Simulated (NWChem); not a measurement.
System: C₃H₅ cation

Here is an NWChem input.

```
start job
memory heap 200 mb stack 900 mb global 1100 mb
charge 1
geometry units angstroms noautoz
  C     -1.191619     0.000000     0.207259
  C      0.000000     0.000000    -0.498564
  C      1.191619     0.000000     0.207259
  H     -2.154686     0.000000    -0.300896
  H     -1.206228     0.000000     1.296434
  H      0.000000     0.000000    -1.585153
  H      2.154686     0.000000    -0.300896
  H      1.206228     0.000000     1.296434
end
basis spherical
  * library def2-svp
end
dft
  xc slater vwn_5
  iterations 150
end
tddft
  cis
  nroots 8
end
task tddft energy
```

Geometry: optimised at B3LYP/6-31G* (spherical d).

Vertical excitations in the gas phase.

Predict the main results of this run. (LDA (Slater exchange, VWN5)/def2-SVP, TDA.) Quantities: lowest excitation, singlet (eV); oscillator strength of that lowest state; lowest state with f > 0.02, singlet (eV); oscillator strength of that bright state; lowest triplet (eV); orbital gap (eV).

The lowest excitation, singlet (eV) comes out as 4.22. The oscillator strength of that lowest state comes out as 0.000 and the lowest state with f > 0.02, singlet (eV) is 6.86. The oscillator strength of that bright state is 0.639, the lowest triplet (eV) comes out as 2.89 and the orbital gap (eV) is 3.57.
